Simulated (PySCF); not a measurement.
## Assigning NMR signals

Numbering as in the mapped SMILES `[CH3:1][Si:2]([CH3:3])([CH3:4])[C@H:5]([F:6])[Cl:7]`. Each H is labelled by its parent atom.

PySCF 2.14.0 with density-fitted response routines calculation with NMR shieldings at B97-2/pcSseg-2/GIAO and PBE0-D3(BJ)/def2-TZVP geometry; non-relativistic Hamiltonian, fast rotation and ring inversion assumed for equivalent nuclei, no solvent, one computed conformer.

References, each an isolated molecule treated in the same way: $^{13}$C (σref 185.38) and $^{1}$H (σref 31.64) vs TMS.

Question: Assign these signals to the numbered atoms. $^{13}$C{$^{1}$H} NMR (computed): δ 111.0, -4.6.

Answer: 
| δ (ppm) | atoms | environment | reason |
| --- | --- | --- | --- |
| 111.0 | C5 | sp3 CH bonded to Cl and F and Si | 2 electronegative neighbours deshield it |
| -4.6 | C1/C3/C4 | methyl carbon bonded to Si | an electropositive neighbour leaves it electron-rich and shielded |

Question: Assign these signals to the numbered atoms. $^{1}$H NMR (600 MHz, computed): δ 6.21 (m, 1H), 0.17 (s, 9H).

Answer: 
6.21 → H(C5), hydrogen on an sp3 CH bonded to Cl and F and Si: its carbon carries Cl and F, which withdraws density
0.17 → H(C1)/H(C3)/H(C4), hydrogen on a methyl carbon bonded to Si: an electropositive neighbour shields it, as in TMS itself

Carbons that carry Cl, above all several Cl atoms, come out too deshielded, partly because spin–orbit coupling is missing. Splittings by $^{19}$F in the carbon and heteronuclear signals aren't shown, as no couplings were computed. Shifts are as computed. Against solution values, carbons near 30 ppm lie about +3 ppm off and those near 130 ppm about +7 ppm; carbons on Cl a further +5 ppm. Of 1211 compounds with measured shifts, 218 miss one by over three times the rms of a fit or turn the order of signals round; such compounds aren't used in these exercises. No couplings were computed; multiplicities are counted from neighbouring protons, with m where these are inequivalent, close in shift, in a saturated or five-membered ring or joined by F or P, and br s for small geminal =CH2 splittings.
